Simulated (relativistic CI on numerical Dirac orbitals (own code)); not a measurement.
Sc2+ in a cubic cluster: 1s photoemission with charge transfer

Computed with a charge-transfer multiplet model of a cubic metal-ligand cluster with up to 2 ligand holes, Slater and spin-orbit integrals from Dirac-Coulomb-Breit ions, Slater integrals scaled by 0.7. The ground state mixes d1 with configurations of k ligand holes L, whose averages lie at kΔ + k(k − 1)U_dd/2; a core hole lowers each added d electron by U_cd. 20 K, Lorentzian 1.1 eV and Gaussian 0.6 eV FWHM.

Atomic integrals in eV (Slater integrals scaled, ζ unscaled), ground: F2dd 4.121, F4dd 2.525, zeta_d 0.008; with the core hole: F2dd 4.121, F4dd 2.525, zeta_d 0.018, G2cd 0.025. Where a configuration has fewer than two d electrons, the dd integrals are those of d2.

Cluster parameters (eV): Δ = 7.8, U_cd = 5.4, 10Dq = 1, 10Dq(ligand) = 0.9, V(eg) = 1.55, V(t2g) = -0.67, final-state hopping factor = 0.8.

| Case | n_d | d1 | d2L | d3L2 | S |
| --- | --- | --- | --- | --- | --- |
| U_dd = 2.8 eV | 1.16 | 0.84 | 0.15 | 0.01 | 0.50 |
| U_dd = 4.9 eV | 1.16 | 0.85 | 0.15 | 0.01 | 0.50 |
| U_dd = 5.6 eV | 1.16 | 0.85 | 0.14 | 0.01 | 0.50 |
| U_dd = 6.3 eV | 1.15 | 0.85 | 0.14 | 0.01 | 0.50 |
| U_dd = 7 eV | 1.15 | 0.85 | 0.14 | 0.00 | 0.50 |

Weights, n_d and S are thermal averages at 20 K. Binding energies count from the first peak over 30 % of the highest in each spectrum, which can be another peak from case to case. The parameters are a model scan and need not match a compound or its usual spin state. Peaks in eV (height, largest 100):
- U_dd = 2.8 eV: 0.0 (100), 5.0 (11)
- U_dd = 4.9 eV: 0.0 (100), 5.3 (9)
- U_dd = 5.6 eV: 0.0 (100), 5.4 (9)
- U_dd = 6.3 eV: 0.0 (100), 5.4 (9)
- U_dd = 7 eV: 0.0 (100), 5.4 (8)

Curve for U_dd = 4.9 eV (points under 2 left out, the grid thinned):

```csv
E (eV),Intensity
-3.4,3.0
-3.2,3.4
-2.9,4.2
-2.7,4.8
-2.5,5.5
-2.2,7.1
-2.0,8.5
-1.8,10.4
-1.5,14.7
-1.3,19.0
-1.1,25.4
-0.8,41.0
-0.6,56.8
-0.4,75.7
-0.2,92.6
0.1,98.6
0.3,86.5
0.5,68.0
0.8,42.4
1.0,30.7
1.2,22.7
1.5,15.3
1.7,12.2
1.9,10.0
2.2,7.8
2.4,6.8
2.6,6.1
2.9,5.3
3.1,5.1
3.3,5.0
3.6,5.0
3.8,5.1
4.0,5.2
4.2,5.3
4.5,5.9
4.7,6.7
4.9,7.8
5.2,9.1
5.4,9.0
5.6,8.1
5.9,5.8
6.1,4.4
6.3,3.4
6.6,2.4
6.8,2.0
```

For the case U_dd = 4.9 eV, Δ = 7.8 eV is larger than U_dd = 4.9 eV, the Mott-Hubbard side of the Zaanen-Sawatzky-Allen scheme. With the core hole the average of the configuration with one ligand hole lies at Δ − U_cd = 2.4 eV before mixing: the effective hopping of about 2.7 eV (from the holes of the mixed ground state) is comparable with this gap or larger, so the configurations mix strongly.
